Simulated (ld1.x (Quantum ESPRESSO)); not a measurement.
Values are calculated unless marked as measured or tabulated.
# Pseudopotentials across the periodic table

Generated with ld1.x 7.5 (TM, RRKJ, ultrasoft, PAW), atompaw 4.2 or ONCVPSP 4.0.1. The cutoff is in Ry: for ld1.x and atompaw files where the sum of valence levels is converged to 10 mRy in a Bessel basis, for ONCV files where the hardest occupied wave has 1 mHa per electron of residual kinetic energy. The error is the largest all-electron minus pseudo excitation energy over each file’s own four to seven test configurations (ionisations up to +4, promotions, holes and added fractions of an electron), all of which were solved. The labels leave out finer settings (local radius, basis sizes, second energies), which also bear on the numbers. Spin-polarised tests are not counted. The rows are a selection from randomly drawn settings: files with unsolved tests, undetermined cutoffs or missed reference levels are left out.

A true bound ghost makes a file unfit for plane-wave use even where its test errors are small: the radial tests pick states by their node count and pass the ghost by.

```tsv
element	potential	cutoff (Ry)	largest error (meV)	bound ghosts
Be	RRKJ, PBE, scalar-relativistic, rc 1.80/4.20/3.30 (spd), local p, core correction yes, reference 2s2 2p0	15	-221	none
C	TM semilocal, PBEsol, scalar-relativistic, rc 0.90/2.25/2.45 (spd), local s, core correction no, reference 2s2 2p1.75	55	+769	none
P	PAW, PBEsol, scalar-relativistic, rc 1.70/1.70/1.45 (spd), local smoothed, core correction yes, reference 3s2 3p2	12	-111	none
P	TM semilocal, PBE, non-relativistic, rc 1.45/2.00/1.55 (spd), local p, core correction yes, reference 3s1.5 3p3.5	18	+41	none
Ga	TM, LDA (PZ), scalar-relativistic, rc 1.45/1.60 (sp), local smoothed, core correction yes, reference 4s1.5 4p0	30	-48	none
Ru	TM, PBE, scalar-relativistic, rc 1.65/1.15/1.60 (spd), local smoothed, core correction no, reference 4s2 4p6 4d5 5s0 5p0	110	+3075	none
Cd	TM, PBE, scalar-relativistic, rc 2.00/1.70/0.95 (spd), local smoothed, core correction no, reference 4d9 5s0 5p0	140	+277	s, p
Te	ultrasoft, PBE, fully relativistic, rc 1.90/1.75/1.80/1.80 (spdf), local smoothed, core correction yes, reference 4d10 5s2 5p4	35	+18	s, p3/2, p1/2
Hg	RRKJ, PBE, scalar-relativistic, rc 1.85/2.40/1.65 (spd), local s, core correction yes, reference 5d10 6s1.75 6p0.25	45	-145	none
```

Q: Fill in the row for P: ultrasoft, PBEsol, scalar-relativistic, rc 1.45/1.55/1.25 (spd), local smoothed, core correction yes, reference 3s2 3p1.

A: cutoff 18 Ry, largest error +13 meV, bound ghosts: none.
